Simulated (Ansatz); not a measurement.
An input meant for InCl2Br (InBrCl₂) (charge 0, singlet).

```yaml
crystal:
  periodic: [false, false, false]
  atoms:
    - {symbol: In, position_ang: [0.009713, 0.016368, -0.000045]}
    - {symbol: Cl, position_ang: [2.337625, 0.018980, 0.011985]}
    - {symbol: Cl, position_ang: [-1.104762, 2.060126, -0.018033]}
    - {symbol: Br, position_ang: [-1.242576, -2.095474, 0.006093]}
basis:
  gaussian: {orbitals: def2-TZVP}
hamiltonian: {xc: {name: HF}, dispersion: d2}
scf: {lower_state_search: off}
output: {forces: true}
```

```sh
$ ansatz run in.yaml --threads 4 --pin off --events-out ev --progress --plain --max-ram 3916MiB
```

Shortened log:

```
Error: YAML parse error: error: line 10 column 43: hamiltonian.dispersion: `d2` is not `none`, `rvv10`, `d3bj`, `d3bjatm`, `d4` or a map `{method: …, s8: …, a1: …, a2_bohr: …}` (numbers without units, a2 in bohr) or `{method: …, functional: …}`
 8 | basis:
 9 |   gaussian: {orbitals: def2-TZVP}
10 | hamiltonian: {xc: {name: HF}, dispersion: d2}
11 | scf: {lower_state_search: off}
12 | output: {forces: true}
```

**Question.** What is wrong with this run?

**Answer.** The program holds no damping parameters for this pairing of functional and dispersion term, so they'd have to be typed. The input was rejected before any iteration.
